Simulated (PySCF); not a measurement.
**C⁺ (carbon, charge +1) across methods**

[He] 2s2 3s1, 2S determinant (an excited configuration). Calculation: PySCF 2.14, in aug-cc-pVDZ-DK (4s3p2d, 23 functions); scalar relativity by spin-free X2C-1e.

| method | E (hartree) | mean ε 2s α (eV) | mean ε 2s β (eV) | mean ε 3s α (eV) | Σ⟨r²⟩ (bohr²) | ⟨S²⟩ |
| --- | --- | --- | --- | --- | --- | --- |
| B3LYP | -36.8978 | -34.886 | -34.679 | -8.463 | 25.36 | 0.750 |
| PBE0 | -36.8511 | -35.205 | -34.952 | -8.651 | 25.66 | 0.750 |
| PBE | -36.8415 | -33.518 | -33.299 | -8.156 | 25.59 | 0.750 |
| r2SCAN0 | -36.8666 | -35.348 | -35.165 | -8.605 | 25.69 | 0.750 |
| wB97X-V | -36.8981 | -37.812 | -37.605 | -9.904 | 25.57 | 0.750 |
| r2SCAN | -36.8613 | -33.786 | -33.678 | -8.142 | 25.78 | 0.750 |
| UHF | -36.77491 | -39.348 | -38.909 | -9.743 | 25.87 | 0.750 |

(1) Estimate the same row for LDA.

The outer electron is Rydberg-like, and this basis confines it to a smaller radius and binds it less than a complete one would.

## Answers

(1) E (hartree) = -36.5084; mean ε 2s α (eV) = -33.282; mean ε 2s β (eV) = -33.063; mean ε 3s α (eV) = -8.078; Σ⟨r²⟩ (bohr²) = 25.38; ⟨S²⟩ = 0.750.
